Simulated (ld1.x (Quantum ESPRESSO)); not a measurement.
## What one change does to a pseudopotential (Al (Z = 13), TM)

aluminium (Al), norm-conserving Troullier–Martins (Kleinman–Bylander form), made with ld1.x (Quantum ESPRESSO) 7.5 (PBE, scalar-relativistic). Core [Ne], reference 3s2 3p1. Waves: 3p (bound): rc 1.75 bohr; 3s (bound): rc 2.25 bohr. Local part: the s channel. Core correction: Bessel-smoothed model core, default radius (core density twice the valence density).

All-electron outer shells of the reference configuration (PBE, scalar-relativistic, ld1.x):

```
shell  level (eV)  outermost node (bohr)  outermost maximum (bohr)
   2s     -108.17                   0.16                      0.50
   2p      -69.64                      –                      0.43
   3s       -7.75                   0.80                      2.09
   3p       -2.71                   0.82                      2.64
```

Change: reference 3s2 3p0.

Cutoffs: the cutoffs (Ry, on a coarse ladder) from which the occupation-weighted sum of valence levels, in a spherical-Bessel basis at the reference potential, stays within 10 and 1 mRy of its value at 400 Ry; they do not see the model core or the augmentation charge, which bear on the density cutoff. Errors are all-electron minus pseudo energies relative to the spin-unpolarised reference configuration.

What does the change do?

The potential gets softer (10 Ry and 30 Ry → 10 Ry and 25 Ry); neither file shows a bound ghost.

```csv
quantity,base,changed
"cutoff, loose",10 Ry,10 Ry
"cutoff, tight",30 Ry,25 Ry
bound ghosts,none,none
"largest error over its own tests, meV",+9.5,-15
s: phases at 2.44 bohr within 0.05 rad from the reference energy up to (Ry; the scan ends near 5),2.3,1.8
p: phases at 2.44 bohr within 0.05 rad from the reference energy up to (Ry; the scan ends near 5),1.6,1.3
```
